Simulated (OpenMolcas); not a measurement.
## Levels of N2+ by method

| Quantity | Value |
| --- | --- |
| Program | OpenMolcas |
| Basis | ANO-RCC-VQZP [5s4p3d2f1g] |
| Scalar Hamiltonian | DKH2, point nucleus |
| Active space | 3 electrons in 4 orbitals (2s 2p) |
| State averaging | 2S+1 = 4 odd, 1 root; 2S+1 = 2 odd, 11 roots; 2S+1 = 4 even, 3 roots; 2S+1 = 2 even, 9 roots |
| Spin-orbit coupling | RASSI with atomic mean-field integrals over the reference wave functions, term energies averaged over their components |

Methods on the same reference wave functions:
A. CASSCF
B. SS-CASPT2, IPEA 0.25 Eh, imaginary shift 0.1 Eh (closed shells correlated: 1s)
C. MS-CASPT2, IPEA 0.25 Eh, imaginary shift 0.1 Eh (closed shells correlated: 1s)
D. XMS-CASPT2, IPEA 0.25 Eh, imaginary shift 0.1 Eh (closed shells correlated: 1s)

Energies in cm-1 above 2s2 2p 2P* 1/2, the measured ground level; measured values from Moore, Selected Tables of Atomic Spectra, NSRDS-NBS 3, section 5.

| Level | A | B | C | D | Measured |
| --- | --- | --- | --- | --- | --- |
| 2s2 2p 2P* 1/2 | 0.0 | 0.0 | 0.0 | 0.0 | 0.0 |
| 2s2 2p 2P* 3/2 | 159 | 159 | 160 | 160 | 174 |
| 2s 2p2 4P 1/2 | 51279 | 55890 | 55930 | 57370 |  |
| 2s 2p2 4P 3/2 | 51336 | 55950 | 55990 | 57430 | 57247 |
| 2s 2p2 4P 5/2 | 51431 | 56050 | 56080 | 57520 | 57328 |
| 2s 2p2 2D 3/2 | 106844 | 100660 | 100700 | 100900 | 101031 |
| 2s 2p2 2D 5/2 | 106844 | 100670 | 100700 | 100900 | 101024 |
| 2s 2p2 2S 1/2 | 136041 | 130510 | 130550 | 131760 | 131004 |
| 2s 2p2 2P 1/2 | 156821 | 147130 | 147160 | 147520 | 145876 |
| 2s 2p2 2P 3/2 | 156934 | 147240 | 147280 | 147640 | 145986 |
| 2p3 4S* 3/2 | 184089 | 185640 | 185680 | 187370 | 186797 |
| 2p3 2D* 3/2 | 213514 | 203600 | 203640 | 203640 | 203089 |
| 2p3 2D* 5/2 | 213515 | 203600 | 203640 | 203640 | 203075 |
| 2p3 2P* 1/2 | 243422 | 231280 | 231350 | 231780 | 230404 |
| 2p3 2P* 3/2 | 243430 | 231280 | 231360 | 231790 | 230409 |

Deviations, from unrounded energies. A percentage is the sum of absolute deviations over the sum of measured energies, with the sign that they share, or ± where signs differ.

| Against measurement | Levels | A | B | C | D |
| --- | --- | --- | --- | --- | --- |
| mean absolute deviation (cm-1) | 13 | 7700 | 790 | 790 | 700 |
| fine structure of the ground term (%) | 1 | -8.6 | -8.6 | -8.1 | -8.2 |
| other configurations (%) | 12 | ±5.6 | ±0.6 | ±0.6 | ±0.5 |

D lies closest to measurement on these levels and A furthest from it. The largest miss of D in the table is 2s 2p2 2P 3/2, by +1700 cm-1. The ranking rests on the paired levels alone, and a cruder setting can come out closer through cancelling errors.

Among B to D the level of the table that moves most is 2p3 4S* 3/2, by 1700 cm-1 (lowest in B, highest in D). Moves below CASPT2's spread within the term are not significant.

The mean deviations of B to D differ by less than CASPT2's widest spread within a term (930 cm-1), so their order carries little weight.

The lowest spin-free term lies below A's lowest term by 0.053 hartree in B, 0.054 hartree in C, 0.061 hartree in D.

Term energies are means over components that CASPT2 splits; among the terms shown or strongly mixed into the levels shown the widest spread is 930 cm-1 (2p3 2D*, D). Computed and measured levels are paired by configuration, term and J; levels that our copy of the source lacks, or whose pairing is in doubt (as where it misses far off the trend of its configuration), stay unpaired and out of the deviations. Only configurations of the active space appear.

* marks odd parity.
